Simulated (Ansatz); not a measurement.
One change: `O=C(O)CS` becomes `O=[C](O)[GaH2]`.

Ansatz, PBE0-D4/def2-TZVP geometries, multiplicity 1. Each molecule was computed in one conformer, which needn't be the lowest.

Scalar relativity is left out up to krypton.

```csv
property,`O=C(O)CS`
LUMO energy (B3LYP/def2-TZVPP) / eV,-0.76
size of the dipole moment (ωB97M-V/def2-TZVPP) / D,2.10
HOMO energy (PBE/def2-TZVPP) / eV,-5.86
LUMO energy (ωB97M-V/def2-TZVPP) / eV,1.72
HOMO energy (ωB97M-V/def2-TZVPP) / eV,-9.44
size of the dipole moment (B3LYP/def2-TZVPP) / D,2.10
```

Task: Give the same properties after the change, and the shifts. (Best estimate.)

Result: The calculation gave: 
```csv
property,`O=[C](O)[GaH2]`,shift
LUMO energy (B3LYP/def2-TZVPP) / eV,-2.18,-1.42
size of the dipole moment (ωB97M-V/def2-TZVPP) / D,1.52,-0.58
HOMO energy (PBE/def2-TZVPP) / eV,-6.14,-0.28
LUMO energy (ωB97M-V/def2-TZVPP) / eV,-0.17,-1.89
HOMO energy (ωB97M-V/def2-TZVPP) / eV,-9.78,-0.34
size of the dipole moment (B3LYP/def2-TZVPP) / D,1.47,-0.63
```

With PBE0 the HOMO falls by 0.31 eV and the LUMO falls by 1.39 eV, so the gap narrows by about 1.08 eV. PBE moves the HOMO by -0.28 eV and ωB97M-V by -0.34 eV. The zero-point energy changes by -67.6 kJ/mol with -6 modes. Dipoles are sizes alone; their direction can turn.

B3LYP here is the variant with VWN-RPA as its local correlation; programs differ in this.
